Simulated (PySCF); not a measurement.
Correlation energy of V (vanadium, neutral)

[Ar] 3d5, high-spin 6S determinant (an excited configuration). Calculation: PySCF 2.14, in x2c-QZVPPall (11s7p5d3f2g, 96 functions); scalar relativity by spin-free X2C-1e. Frozen: [Ne]; 13 electrons correlated.

MP2 pair energies summed by pair of shells (mhartree):

```csv
pair,energy,share (%)
3p-3d,-166.34,38.0
3d-3d,-100.83,23.0
3p-3p,-97.49,22.2
3s-3p,-37.02,8.4
3s-3d,-30.43,6.9
3s-3s,-6.10,1.4
```

Total MP2 correlation energy: -438.21 mhartree.

Same-spin part -190.29 and opposite-spin part -247.92 mhartree; SCS-MP2 scales them by 1/3 and 6/5 to -360.94 mhartree.

This basis was not built for core-valence correlation, so the inner-shell part is incomplete.
